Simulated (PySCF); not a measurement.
Static response to an electric field

C8H10O.
Cartesian coordinates in Å at the PBE0-D3(BJ)/def2-SVP level; atoms count from 1:
```
atom  x, y, z in Å
C1    -0.7136   -0.1756   -2.4007
C2    -0.6852   -0.3230   -1.0652
C3    -1.9441   -0.4569   -0.2466
C4    -2.3235    0.8238    0.4933
C5     0.5715   -0.3307   -0.3306
C6     0.8705   -0.5334    0.9953
C7     2.2891   -0.4353    1.1117
C8     2.7465   -0.1807   -0.1474
O9     1.7210   -0.1167   -1.0166
H10    0.2044   -0.0527   -2.9787
H11   -1.6633   -0.1751   -2.9406
H12   -2.7650   -0.7520   -0.9177
H13   -1.8258   -1.2830    0.4751
H14   -2.5171    1.6406   -0.2181
H15   -3.2315    0.6762    1.0977
H16   -1.5194    1.1568    1.1665
H17    0.1585   -0.7313    1.7928
H18    2.8903   -0.5396    2.0121
H19    3.7389   -0.0249   -0.5625
```

Level: CAM-B3LYP/def2-SVPD (PySCF), static field, nuclei fixed, core orbitals frozen in the response. The polarisability tensor in these axes (au):

```
x   118.12  -1.62  12.72
y    -1.62  68.10  -3.38
z    12.72  -3.38 114.26
```

Task: Give the principal values, the mean and the anisotropy Δα = √{½[(α1 − α2)² + (α2 − α3)² + (α1 − α3)²]}.

Result: Principal values 67.84, 103.38 and 129.25 au; mean 100.16 au = 14.84 Å³ = 16.51 × 10⁻⁴⁰ C²·m²/J; Δα = 53.40 au (53 % of the mean).

Task: What is the dipole moment, and where does it point?

Result: (-0.14, -0.08, 0.89) D, 0.90 D in size, pointing from the negative to the positive side. Measured along this direction, the outermost atoms are H10 at the negative end and H17 at the positive end.

Task: In TDDFT the mean static polarisability is Σ f/ω² over all singlet excitations (ω in hartree). How much of it do the 6 lowest give? Their energies (eV) and oscillator strengths: 4.94, 0.3917; 6.07, 0.0127; 6.37, 0.0090; 6.68, 0.0133; 6.82, 0.0180; 6.97, 0.0263.

Result: They add up to 13.19 au, 13.2 % of the 100.16 au; the largest single term is 11.86 au, from the state at 4.94 eV. Terms in order: 11.86, 0.26, 0.16, 0.22, 0.29, 0.40 au. Higher excitations give the rest. The strengths listed sum to 0.471.

Task: In a dilute gas of rigid molecules at 400 K, how does the orientational term μ²/3kT compare with the electronic polarisability?

Result: In Gaussian units μ²/3kT = 4.92 Å³ against 14.84 Å³, a ratio of 0.33; the Debye molar polarisation (4π/3)N_A(α + μ²/3kT) is 49.8 cm³/mol, leaving out the vibrational part.

Task: Directions of the eigenvectors, and the extent of the frame along each?

Result: Largest value along (0.75, -0.06, 0.65), where the nuclei span 6.69 Å; middle along (-0.66, -0.04, 0.75), 5.79 Å; least along (0.01, 1.00, 0.07), 2.86 Å. The response follows the extents in order.

Geometry: PBE0-D3(BJ)/def2-SVP, one conformer, isolated molecule.
